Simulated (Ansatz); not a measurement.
Molecule: CH6Cl2OSi2 (charge 0, singlet). 
Geometry from a B3LYP-D3(BJ)/def2-TZVP (Ansatz, a quantum-chemistry and plane-wave program) optimisation:
```xyz
12

C     -2.4961    -0.6173     0.1888
Si    -1.7689     0.8393     1.0904
O     -0.1560     1.0012     0.7277
Si     1.0860     0.3490    -0.0540
Cl     0.6935     0.2709    -2.0692
Cl     1.4088    -1.5704     0.6052
H     -3.5574    -0.7203     0.4271
H     -2.4008    -0.4958    -0.8917
H     -1.9933    -1.5435     0.4733
H     -1.8725     0.6704     2.5563
H     -2.4287     2.1026     0.6950
H      2.2981     1.1374     0.1641
```

Basis-set convergence of Hartree-Fock and CCSD correlation energies (hartree) with Ansatz. Valence correlation only, unless marked. Spin-orbit coupling is left out. Non-relativistic.

```tsv
basis	functions	E(HF)	E(corr, CCSD)
aug-cc-pV(D+d)Z	228	-1613.34901	-0.91743
aug-cc-pV(T+d)Z	450	(withheld)	(withheld)
```

Q: Fill in the missing entries.

A: 
- aug-cc-pV(T+d)Z, E(HF): -1613.44718
- aug-cc-pV(T+d)Z, E(corr, CCSD): -1.11535
